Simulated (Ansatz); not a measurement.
Mulliken charges of `C[B]1[O][AlH]1` from r2SCAN/def2-TZVPP in Ansatz (PBE0-D4/def2-TZVP geometry).

```json
{"atom": "C1", "x (Å)": "-0.191", "y (Å)": "1.357", "z (Å)": "-0.371", "charge (e)": "-0.209"}
{"atom": "B2", "x (Å)": "0.051", "y (Å)": "-0.121", "z (Å)": "0.025", "charge (e)": "0.242"}
{"atom": "O3", "x (Å)": "1.120", "y (Å)": "-0.856", "z (Å)": "0.319", "charge (e)": "-0.322"}
{"atom": "Al4", "x (Å)": "-0.228", "y (Å)": "-2.061", "z (Å)": "0.486", "charge (e)": "0.206"}
{"atom": "H5", "x (Å)": "0.746", "y (Å)": "1.920", "z (Å)": "-0.417", "charge (e)": "0.069"}
{"atom": "H6", "x (Å)": "-0.861", "y (Å)": "1.838", "z (Å)": "0.347", "charge (e)": "0.075"}
{"atom": "H7", "x (Å)": "-0.689", "y (Å)": "1.413", "z (Å)": "-1.343", "charge (e)": "0.075"}
{"atom": "H8", "x (Å)": "0.145", "y (Å)": "-3.546", "z (Å)": "0.896", "charge (e)": "-0.136"}
```

Task: By hand: the dipole of these point charges (1 e Å = 4.8032 D).

Result: Σ q r = (-0.440, 0.397, -0.144) e Å, of length 0.610 e Å = 2.93 D.

Task: How does the dipole of the full density compare? (An estimate is asked.)

Result: Computed: (-0.202, 0.046, -0.032) e Å, 1.01 D; the point charges give 2.90 times that, at 29° from its direction.

Point charges leave out the atoms' own dipoles, such as those of lone pairs, and Mulliken's split depends on the basis, so the two needn't agree.
